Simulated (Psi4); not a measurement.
C$_{2}$H$_{2}$BClO (SMILES C#CB(O)Cl), singlet, at a GFN2-xTB geometry; Psi4 with PBE0/6-31G, TDA.

Input for Psi4:
```
memory 2 GB

molecule mol {
0 1
B    -0.235309    0.050656   -0.318790
C     0.957228    0.976688   -0.098869
C     1.900820    1.699570    0.086752
H     2.727259    2.328126    0.254726
Cl   -0.534056   -1.206342    0.835672
O    -1.084723    0.131474   -1.349141
H    -0.942266    0.817061   -2.001353
symmetry c1
}

set {
  basis 6-31g
  reference rks
  puream true
  save_jk true
  tdscf_states [5]
  tdscf_tda true
  d_convergence 1e-8
}

energy('td-pbe0')
print_variables()
```

**Question.** Write the output that Psi4 gives for this input, abridged.

**Answer.** 
```
   => Loading Basis Set <=

    Name: 6-31G
    Role: ORBITAL
    Keyword: BASIS

         ---------------------------------------------------------
                                   SCF
               by Justin Turney, Rob Parrish, Andy Simmonett
                          and Daniel G. A. Smith
                              RKS Reference
         ---------------------------------------------------------

  ==> Geometry <==

    Molecular point group: c1
    Full point group: C1

    Geometry (in Angstrom), charge = 0, multiplicity = 1:

       Center              X                  Y                   Z               Mass
    ------------   -----------------  -----------------  -----------------  -----------------
         B           -0.206664086335     0.098831477313    -0.344108484192    11.009305360000
         C            0.985872913665     1.024863477313    -0.124187484192    12.000000000000
         C            1.929464913665     1.747745477313     0.061433515808    12.000000000000
         H            2.755903913665     2.376301477313     0.229407515808     1.007825032230
         CL          -0.505411086335    -1.158166522687     0.810353515808    34.968852682000
         O           -1.056078086335     0.179649477313    -1.374459484192    15.994914619570
         H           -0.913621086335     0.865236477313    -2.026671484192     1.007825032230

  Running in c1 symmetry.

  Rotational constants: A =      0.21861  B =      0.09519  C =      0.06631 [cm^-1]
  Rotational constants: A =   6553.63371  B =   2853.62025  C =   1987.99586 [MHz]
  Nuclear repulsion =  169.835345648562736

  Charge       = 0
  Multiplicity = 1
  Electrons    = 44
  Nalpha       = 22
  Nbeta        = 22

  ==> Algorithm <==

  SCF Algorithm Type is DF.
  DIIS enabled.
  MOM disabled.
  Fractional occupation disabled.
  Guess Type is SAD.
  Energy threshold   = 1.00e-06
  Density threshold  = 1.00e-08
  Integral threshold = 1.00e-12

  ==> Primary Basis <==

  Basis Set: 6-31G
    Blend: 6-31G
    Number of shells: 31
    Number of basis functions: 53
    Number of Cartesian functions: 53
    Spherical Harmonics?: true
    Max angular momentum: 1

  ==> DFT Potential <==

   => LibXC <=

    Version 7.1.2
    S. Lehtola, C. Steigemann, M. J. T. Oliveira, and M. A. L. Marques,  SoftwareX 7, 1–5 (2018) (10.1016/j.softx.2017.11.002)

   => Composite Functional: PBE0 <=

    PBE0 Hyb-GGA Exchange-Correlation Functional

    C. Adamo and V. Barone,  J. Chem. Phys. 110, 6158 (1999) (10.1063/1.478522)
    M. Ernzerhof and G. E. Scuseria,  J. Chem. Phys. 110, 5029 (1999) (10.1063/1.478401)

    Deriv               =              1
    GGA                 =           TRUE
    Meta                =          FALSE

    Exchange Hybrid     =           TRUE
    MP2 Hybrid          =          FALSE

   => Exchange Functionals <=

    0.7500   Perdew, Burke & Ernzerhof

   => Exact (HF) Exchange <=

    0.2500               HF

   => Correlation Functionals <=

    1.0000   Perdew, Burke & Ernzerhof

   => LibXC Density Thresholds  <==

    XC_HYB_GGA_XC_PBEH:  1.00E-15

   => Molecular Quadrature <=

    Radial Scheme          =       TREUTLER
    Pruning Scheme         =           NONE
    Nuclear Scheme         =       TREUTLER

    Blocking Scheme        =         OCTREE
    BS radius alpha        =              1
    Pruning alpha          =              1
    Radial Points          =             75
    Spherical Points       =            302
    Total Points           =         148991
    Total Blocks           =           1185
    Max Points             =            256
    Max Functions          =             51
    Weights Tolerance      =       1.00E-15

   => Loading Basis Set <=

    Name: (6-31G AUX)
    Role: JKFIT
    Keyword: DF_BASIS_SCF

  ==> Integral Setup <==

  SCF_SUBTYPE=INCORE selected. In-core MEM_DF algorithm will be used.
  Using in-core AOs.

  ==> MemDFJK: Density-Fitted J/K Matrices <==

    J tasked:                   Yes
    K tasked:                   Yes
    wK tasked:                   No
    Algorithm:                 Core
    Schwarz Cutoff:           1E-12
    Mask sparsity (%):       2.4920
    Fitting Condition:        1E-10

   => Auxiliary Basis Set <=

  Basis Set: (6-31G AUX)
    Blend: CC-PVDZ-JKFIT
    Number of shells: 150
    Number of basis functions: 438
    Number of Cartesian functions: 504
    Spherical Harmonics?: true
    Max angular momentum: 3

  Minimum eigenvalue in the overlap matrix is 9.2274451676E-04.
  Reciprocal condition number of the overlap matrix is 2.1415976045E-04.
    Using symmetric orthogonalization.

  ==> Pre-Iterations <==

  SCF Guess: Superposition of Atomic Densities via on-the-fly atomic UHF (no occupation information).

   -------------------------
    Irrep   Nso     Nmo
   -------------------------
     A         53      53
   -------------------------
    Total      53      53
   -------------------------

  ==> Iterations <==

                           Total Energy        Delta E     RMS |[F,P]|

   @DF-RKS iter SAD:  -636.75057596206841   -6.36751e+02   0.00000e+00
   @DF-RKS iter   1:  -637.07845296070434   -3.27877e-01   1.20113e-02 ADIIS/DIIS
   @DF-RKS iter   2:  -636.98857586475037    8.98771e-02   1.55689e-02 ADIIS/DIIS
   @DF-RKS iter   3:  -637.25871743767868   -2.70142e-01   2.86695e-03 ADIIS/DIIS
   @DF-RKS iter   4:  -637.27010116994154   -1.13837e-02   6.30775e-04 ADIIS/DIIS
   @DF-RKS iter   5:  -637.27034447673100   -2.43307e-04   5.04251e-04 ADIIS/DIIS
   @DF-RKS iter   6:  -637.27071133141328   -3.66855e-04   6.64126e-05 DIIS
   @DF-RKS iter   7:  -637.27071808573203   -6.75432e-06   9.47547e-06 DIIS
   @DF-RKS iter   8:  -637.27071824108907   -1.55357e-07   1.15193e-06 DIIS
   @DF-RKS iter   9:  -637.27071824345933   -2.37026e-09   5.52216e-07 DIIS
   @DF-RKS iter  10:  -637.27071824403345   -5.74119e-10   4.62211e-08 DIIS
   @DF-RKS iter  11:  -637.27071824404197   -8.52651e-12   5.12099e-09 DIIS
[...]
  @DF-RKS Final Energy:  -637.27071824404197
    Total Energy =                       -637.2707182440420866
[...]

 L = 1.  Multiply by 2.5417464519 to convert [e a0] to [Debye]
 Dipole X            :         -1.7719615            2.3817658            0.6098043
 Dipole Y            :         -2.8399577            4.0056789            1.1657213
 Dipole Z            :          1.4007868           -2.1051479           -0.7043611
 Magnitude           :                                                    1.4922774

 ------------------------------------------------------------------------------------

******************************************************************************************
**********                               WARNING                                **********
**********       The names of excited state variables changed between 1.5       **********
**********     and 1.6. For a quick solution, remove the symmetry specifier     **********
**********   from the variable name. For full details, see 'Notes on Psivars'   **********
**********                        in the documentation.                         **********
******************************************************************************************

         ---------------------------------------------------------
                         TDSCF excitation energies
                 by Andrew M. James and Daniel G. A. Smith
         ---------------------------------------------------------

  ==> Options <==

     Residual threshold  : 1.0000e-06
     Initial guess       : denominators
     Reference           : RHF
     Solver type         : TDA (Davidson)

  ==> Requested Excitations <==

      5 singlet states with A symmetry

  ==> Seeking the lowest 5 singlet states with A symmetry

                         Generalized Davidson Solver
                               By Ruhee Dcunha

  ==> Options <==

    Max number of iterations        = 60
    Eigenvector tolerance           = 1.0000e-06
    Max number of expansion vectors = 1500

  => Iterations <=
                           Max[D[value]]     Max[|R|]   # vectors
  DavidsonSolver iter   1:   2.79828e-01  9.37509e-02     20
  DavidsonSolver iter   2:   1.12419e-02  1.30992e-02     25
  DavidsonSolver iter   3:   2.86983e-04  2.88626e-03     30
  DavidsonSolver iter   4:   1.18383e-05  7.24447e-04     35
  DavidsonSolver iter   5:   7.50985e-07  1.13813e-04     40
  DavidsonSolver iter   6:   2.21996e-08  2.08485e-05     44
  DavidsonSolver iter   7:   5.15582e-10  2.63556e-06     46
  DavidsonSolver iter   8:   6.55365e-12  8.61857e-07     47      Converged

******************************************************************************************
**********                               WARNING                                **********
**********  Length-gauge rotatory strengths are **NOT** gauge-origin invariant  **********
******************************************************************************************

                                    Excitation Energy         Total Energy        Oscillator Strength             Rotatory Strength
     #   Sym: GS->ES (Trans)        au              eV              au          au (length)    au (velocity)    au (length)    au (velocity)
    ---- -------------------- --------------- --------------- --------------- --------------- --------------- --------------- ---------------
     1        A->A (1 A)       0.19801         5.38819        -637.07271       0.0000          0.0003          0.0000         -0.0000
     2        A->A (1 A)       0.23136         6.29570        -637.03936       0.0693          0.0067          0.0000          0.0000
     3        A->A (1 A)       0.23689         6.44602        -637.03383       0.0007          0.0010         -0.0000         -0.0000
     4        A->A (1 A)       0.26326         7.16357        -637.00746       0.0000          0.0000          0.0000         -0.0000
     5        A->A (1 A)       0.26829         7.30044        -637.00243       0.0973          0.0059         -0.0000         -0.0000

Contributing excitations
Only contributions with abs(coeff) > 1.00e-01 will be printed:

Excited State    1 (1 A):   0.19801 au   230.10 nm f = 0.0000
  Sums of squares: Xssq =  1.000000e+00
     20a  ->  23a    -0.207248 ( 4.295%)
     22a  ->  23a     0.971334 (94.349%)

Excited State    2 (1 A):   0.23136 au   196.93 nm f = 0.0693
  Sums of squares: Xssq =  1.000000e+00
     20a  ->  24a    -0.162863 ( 2.652%)
     21a  ->  23a    -0.837685 (70.172%)
     22a  ->  24a     0.507445 (25.750%)

Excited State    3 (1 A):   0.23689 au   192.34 nm f = 0.0007
  Sums of squares: Xssq =  1.000000e+00
     20a  ->  23a    -0.970725 (94.231%)
     22a  ->  23a    -0.213801 ( 4.571%)

Excited State    4 (1 A):   0.26326 au   173.08 nm f = 0.0000
  Sums of squares: Xssq =  1.000000e+00
     19a  ->  24a     0.193935 ( 3.761%)
     21a  ->  24a     0.963953 (92.921%)
     21a  ->  25a     0.121609 ( 1.479%)

Excited State    5 (1 A):   0.26829 au   169.83 nm f = 0.0973
  Sums of squares: Xssq =  1.000000e+00
     18a  ->  24a    -0.103618 ( 1.074%)
     19a  ->  23a     0.943084 (88.941%)
     20a  ->  24a     0.230390 ( 5.308%)
     21a  ->  23a    -0.127644 ( 1.629%)

******************************************************************************************
**********                               WARNING                                **********
**********       The names of excited state variables changed between 1.5       **********
**********     and 1.6. For a quick solution, remove the symmetry specifier     **********
**********   from the variable name. For full details, see 'Notes on Psivars'   **********
**********                        in the documentation.                         **********
******************************************************************************************

  Variable Map:
  ----------------------------------------------------------------------------
[...]
  Array Variable Map:
  ----------------------------------------------------------------------------
[...]
[...]
```
